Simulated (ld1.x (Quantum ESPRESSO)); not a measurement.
**strontium: excitation energies, all-electron against PAW**

* Element: Sr (Z = 38)
* Generator: ld1.x (Quantum ESPRESSO) 7.5
* Type: PAW
* Functional: PBE
* Relativity: scalar-relativistic
* Frozen core: [Ar] 3d10
* Valence charge: 10
* Reference configuration: 4s2 4p6 4d0 5s2 5p0
* Partial waves: 4s (bound): rcut 2.25, rcutus 2.40 bohr; 5s (bound): rcut 2.25, rcutus 2.40 bohr; 4p (bound): rcut 2.40, rcutus 2.80 bohr; 5p (bound, empty): rcut 2.40, rcutus 2.80 bohr; 4d (bound, empty): rcut 2.50, rcutus 2.65 bohr; 4d channel at 0.9 Ry: rcut 2.50, rcutus 2.65 bohr
* Local potential: all-electron potential smoothed inside 2.30 bohr (lloc = -1)
* Core correction: Bessel-smoothed model core, default radius (core density twice the valence density)
* Augmentation charge: BESSEL, radius 2.55 bohr

Energies are relative to the spin-unpolarised reference configuration 4s2 4p6 4d0 5s2 5p0; without spin polarisation the order of configurations can differ from experiment.

Its overlap operator is not positive definite in a basis up to 400 Ry (lowest eigenvalue p -12.68), so the file is unfit for use: the generalised eigenproblem breaks down once the basis is large enough, and its test numbers describe a broken file.

```
  valence configuration  charge  ΔE all-electron (eV)  error AE − PS (meV)
    4s2 4p6 4d0 5s1 5p0      +1                 5.885                 -2.5
    4s2 4p6 4d0 5s0 5p0      +2                16.892                  -31
  4s2 4p6 4d0 5s1.5 5p0    +0.5                 2.339                 -0.4
    4s1 4p6 4d0 5s2 5p0      +1                47.022                 -625
4s2 4p6 4d0.5 5s1.5 5p0       0                 1.146                  -16
    4s2 4p6 4d1 5s0 5p0      +1                 7.649                 -156
    4s2 4p5 4d0 5s2 5p0      +1                28.309                 -595
```

Levels in the configuration 4s2 4p6 4d0 5s1 5p0:

| level | all-electron (eV) | pseudo (eV) |
| --- | --- | --- |
| 4s | -47.231 | -47.166 |
| 4p | -29.114 | -29.044 |
| 5s | -8.348 | -8.355 |

The ghost test of this file was not conclusive.
